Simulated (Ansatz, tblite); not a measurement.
Spin states of the cluster VS2, each relaxed with PBE0-D4/def2-TZVP in Ansatz. Electronic energies in the gas phase.

The xTB rows come from tblite. Correlated methods freeze 15 core orbitals; core or outer-core shells of V are correlated, in sets that lack core-valence functions. The structure comes from a short search, and lower isomers may exist.

Doublet geometry (C2v within 0.1 Å):

```xyz
3

V     0.6796    0.0987   -0.2816
S    -0.3036    1.5162    0.7767
S    -0.3760   -1.6149   -0.4951
```

Quartet geometry (C2v within 0.1 Å):

```xyz
3

V     0.040    0.564   -0.778
S     1.487   -0.335    0.428
S    -1.526   -0.230    0.350
```

Run but left out: HF/STO-3G, HF/def2-TZVP, LC-ωPBE/def2-TZVP, MP2/def2-TZVP (doublet: ⟨S²⟩ 1.07 to 2.45, where a pure state has 0.75); HF/def2-TZVPP, MP2/def2-TZVPP, CCSD/def2-TZVPP, CCSD(T)/def2-TZVPP (flagged by the program: large difference).

Only these spin states were relaxed. Higher spins weren't run and may lie lower.

```tsv
level	quartet − doublet (kcal/mol)	lowest of these	remarks
GFN1-xTB	31.8	doublet	–
GFN2-xTB	25.1	doublet	–
PBE-D4/def2-TZVP	27.6	doublet	–
revPBE-D4/def2-TZVP	26.8	doublet	–
r2SCAN-D4/def2-TZVP	24.0	doublet	spin-contaminated (⟨S²⟩ 0.85) (doublet)
PBE0-D4/def2-TZVP	19.9	doublet	spin-contaminated (⟨S²⟩ 0.91) (doublet)
CAM-B3LYP-D4/def2-TZVP	18.8	doublet	spin-contaminated (⟨S²⟩ 0.91) (doublet)
RPA@PBE/def2-TZVP	26.3	doublet	–
```

```tsv
state	donor atoms	mean metal–ligand distance (Å)	range (Å)	Mulliken spin on the metal (PBE0)
doublet	2	2.024	2.02–2.02	1.75
quartet	2	2.087	2.09–2.09	2.24
```

⟨S²⟩ at PBE0-D4/def2-TZVP: doublet 0.91 (pure 0.75), quartet 3.80 (pure 3.75).

Change of the quartet − doublet gap on mixing in exact exchange, in kcal/mol: PBE to PBE0 (25 % exact exchange) -7.6.

The xTB methods have no spin-polarisation term.
